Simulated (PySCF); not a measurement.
Computed properties of MgHBr, SMILES [MgH][Br]

MgHBr, SMILES [MgH][Br]. Geometry: B3LYP-D3(BJ)/def2-TZVP. The values are those of a single conformer. All values are computed for the isolated molecule unless a solvent is named; none is compared with measurement here.

**Structure.** The optimised structure has C∞v symmetry. All 4 harmonic modes at B3LYP-D3(BJ)/def2-TZVP (PySCF) are real, so it is a minimum.

**Vibrations.** The strongest infrared lines (harmonic, unscaled, degenerate partners summed) lie at 308 cm⁻¹ (462 km/mol, H 89 %, Mg 11 %), 1676 cm⁻¹ (179 km/mol, H 96 %), 377 cm⁻¹ (38 km/mol, Mg 73 %, Br 24 %). The softest mode is at 308 cm⁻¹ and the zero-point energy is 3.8 kcal/mol.

**Electronic structure.** HF/def2-TZVPD (PySCF) places the frontier levels at -11.04 and 0.90 eV, a gap of 11.94 eV, and gives a dipole moment of 1.63 D and a mean polarisability of 46.2 bohr³.

**Excitations.** TDDFT-ωB97X/def2-TZVPD (PySCF) has S1 at 6.23 eV (199 nm, f = 0.089, bright); the most intense of the 10 singlets computed lies at 7.44 eV (f = 0.47). Strengths of degenerate partners are summed. T1 (TDA) is at 5.60 eV. No vertical singlet excitation falls in the visible range (under 3.1 eV).

**NMR.** GIAO shifts at PBE0/pcSseg-2 (PySCF) (non-relativistic, atoms alike by connectivity averaged): ¹H at 4.9 ppm against TMS. Without spin–orbit terms, shifts of atoms bonded to Cl or Br come out too high.
